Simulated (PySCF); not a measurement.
Computed shifts of a molecule C₅H₄BF, B3LYP/pcSseg-1 (PySCF), GIAO, gas phase, equivalent atoms averaged, in ppm (number of nuclei): ¹³C: 187.4 (1), 149.5 (1), 86.6 (1), 76.6 (1), 34.2 (1). ¹⁹F: -58.3 (1). ¹H: 8.70 (1), 6.48 (1), 3.30 (1), 2.25 (1). References: ¹³C against TMS (σ = 181.3 ppm); ¹¹B against BF3 (σ = 86.3 ppm); ¹⁹F against CFCl3 (σ = 161.7 ppm); ¹H against TMS (σ = 31.68 ppm), references at their B3LYP-D3(BJ)/def2-TZVP geometries, non-relativistic. Geometry: B3LYP-D3(BJ)/def2-SVP. Other conformers were not sampled.

Problem. Which molecule gave these data?
A. C#CC1=CB(F)C1
B. C#CB1CC=C1F
C. C#CC1=CCB1F
D. C#C[C@@H]1C=CB1F

Solution. D, C#C[C@@H]1C=CB1F
